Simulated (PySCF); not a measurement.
Choosing a molecule for a target property.

All species are isolated and taken at one optimised geometry, non-relativistic unless stated. Electronic properties by PySCF.

Dipoles, sizes and rotational constants follow the conformer. The torsions of the flexible species, by atom-mapped SMILES:
- `[CH3:1][CH2:2][O:3][C@H:4]([CH2:5][Cl:6])[CH:7]([F:8])[F:9]`: C1–C2–O3–C4 -170°, C2–O3–C4–C5 -73°, O3–C4–C5–Cl6 88°, O3–C4–C7–F8 79°
- `[CH3:1][CH2:2][CH2:3][C:4]1=[CH:5][C:6](=[O:7])[SiH2:8][CH2:9]1`: C1–C2–C3–C4 180°, C2–C3–C4–C5 102°
- `[CH3:1][CH2:2][CH2:3][C:4](=[O:5])[CH2:6][C:7]#[C:8][SiH3:9]`: C1–C2–C3–C4 -179°, C2–C3–C4–O5 1°, C3–C4–C6–C7 49°
- `[CH3:1][S:2](=[O:3])(=[O:4])[NH:5][S:6](=[O:7])(=[O:8])[C:9]([F:10])([F:11])[F:12]`: C1–S2–N5–S6 85°, S2–N5–S6–O7 -48°, N5–S6–C9–F10 133°
- `[CH3:1][n:2]1[n:3][cH:4][c:5]([CH:6]=[O:7])[n:8]1`: C4–C5–C6–O7 0°
- `[CH3:1][O:2][c:3]1[cH:4][cH:5][n:6][n:7][n:8]1`: C1–O2–C3–C4 180°

Question: Wanted: HOMO–LUMO gap below 8 eV (PBE0/pcSseg-1) and dipole moment below 4 D (PBE0/pcSseg-1), at GFN2-xTB geometries. Which candidate meets both?
A. `CS(=O)(=O)NS(=O)(=O)C(F)(F)F`
B. `CCO[C@H](CCl)C(F)F`
C. `CCCC(=O)CC#C[SiH3]`
D. `CCCC1=CC(=O)[SiH2]C1`

Answer: C. Computed values:
```csv
species,HOMO–LUMO gap,dipole moment
CCCC1=CC(=O)[SiH2]C1,4.87 eV,4.45 D
CCCC(=O)CC#C[SiH3],6.59 eV,2.21 D
CCO[C@H](CCl)C(F)F,8.53 eV,1.77 D
CS(=O)(=O)NS(=O)(=O)C(F)(F)F,9.65 eV,2.90 D
```

Question: Wanted: lowest singlet excitation between 3.6 eV and 4.5 eV (TDDFT B3LYP/def2-SVPD) and lowest triplet excitation (Tamm–Dancoff) below 7 eV (TDA B3LYP/def2-SVPD), at GFN2-xTB geometries. Which candidate meets both?
A. `C[N+](C)(C)C`
B. `[C-]#[N+]C#CC`
C. `COc1ccnnn1`
D. `CN1N=CC(C=O)=N1`

Answer: D. Computed values:
```csv
species,lowest singlet excitation,lowest triplet excitation (Tamm–Dancoff)
COc1ccnnn1,3.34 eV,2.49 eV
CN1N=CC(C=O)=N1,3.83 eV,3.30 eV
[C-]#[N+]C#CC,5.18 eV,4.31 eV
C[N+](C)(C)C,10.53 eV,10.28 eV
```
